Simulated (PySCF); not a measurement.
H$_{3}$OSi (SMILES [OH+]=[SiH2]), charge +1, singlet, at a GFN2-xTB geometry.

Here is a job for PySCF.
```python
from pyscf import gto, scf, dft, tdscf

mol = gto.M(
    atom='''
O     0.97264939   -0.27713669   -0.01643512
Si   -0.52883907    0.12937371    0.00770076
H     1.90827304   -0.05090401   -0.00367736
H    -0.93990819    1.51859726    0.08838634
H    -1.34581301   -1.06183170   -0.06103870
''',
    basis='def2-svp',
    charge=1,
    verbose=4,
)

mf = dft.RKS(mol)
mf.xc = 'pbe0'
mf.kernel()
td = mf.TDA()
td.nstates = 5
td.kernel()
td.analyze()
```

Problem. Give the number of basis functions at the level PBE0/def2-SVP, TDA run with PySCF.

Solution. 47

Problem. Give the excitation energies found at the level PBE0/def2-SVP, TDA.

Solution. 5.75, 7.81, 8.10, 9.15, 9.80 eV
